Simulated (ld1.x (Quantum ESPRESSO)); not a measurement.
## Ranking TM potentials for carbon (C)

All share these settings but for the change named:

ld1.x (Quantum ESPRESSO) 7.5 input, shortened:

```
&input
   title='C', zed=6., rel=1, dft='PBE', iswitch=3,
   config='[He] 2s1 2p0 3d-2'
 /
 &inputp
   pseudotype=2, tm=.true., lloc=-1, rcloc=0.80,
   nlcc=.true., rcore=0.60
 /
3
2S  1  0   1.00   0.00  0.85  0.85  0.0
2P  2  1   0.00   0.00  2.55  2.55  0.0
3D  3  2  -2.00   0.15  2.60  2.60  0.0
 &test
   configts(1)='2s1 2p0'
 /
```

Test errors are all-electron minus pseudo excitation energies from the reference, over 2s2 2p2; 2s2 2p1; 2s2 2p0; 2s2 2p2.3; 2s1 2p2; 2s1 2p3; 2s2 2p1.5. None of these files shows a bound ghost.

The base gives 2040.4 meV.

Of 8 variants that were run, those that failed, showed a ghost or another fault, or gave nearly equal values are left out.

A variant can come out equal or close to the base, since the largest error may sit in a test that the change hardly touches while other tests move.

Problem. Rank these variants by their largest absolute test error, smallest first.
A. wave 2p (bound): rc 2.55 bohr becomes 2p (bound): rc 2.96 bohr
B. local potential the p channel
C. local potential all-electron potential smoothed inside 2.52 bohr (lloc = -1)
D. all radii but the core radius scaled by about 1.04 (s 0.88, p 2.66, d 2.70 bohr); local potential all-electron potential smoothed inside 0.84 bohr (lloc = -1)

Solution. B (1549.8 meV), C (1876.1 meV), D (2404.6 meV), A (3377.1 meV).
